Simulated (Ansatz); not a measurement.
Reaction (cleavage of the Si–Sn bond): `C[SiH2][SnH3]` + `[BH2][AlH][OH]` → `[BH2][AlH][O][SiH2]C` + `[SnH4]`

Program: Ansatz. Geometries: PBE0-D4/def2-TZVP. ΔE: electronic, gas phase. CCSD(T)/CBS adds triple-zeta CCSD(T) − MP2 to the extrapolated MP2 energy (def2 sets, frozen cores). Functionals use def2-TZVPP. B3LYP here is the variant with VWN-RPA as its local correlation; programs differ in this. Elements past krypton have def2 core potentials. For Sn outer-core shells are correlated without core-valence functions, which leaves a few kJ/mol of doubt a bond. Each species was taken in one conformer, which may not be the lowest.

CCSD(T)/CBS gives -83.9 kJ/mol.

Task: Another level gave -90.2 kJ/mol. Which?
A. B3LYP-D4/def2-TZVPP
B. PBE/def2-TZVPP
C. CCSD/def2-TZVPP
D. PBE0-D4/def2-TZVPP

Result: A. B3LYP-D4 -90.2, PBE0-D4 -75.9, CCSD/def2-TZVPP -94.5, PBE -68.1 kJ/mol.

Largest T1 diagnostic among the species: 0.013.

From PBE to PBE0 (25 % exact exchange), in def2-TZVPP and without D4, ΔE moves by −8.1 kJ/mol. In def2-TZVPP, CCSD(T) changes the Hartree–Fock value by +26.9 kJ/mol (the triples alone add +3.5 kJ/mol) and MP2 by +27.7 kJ/mol.
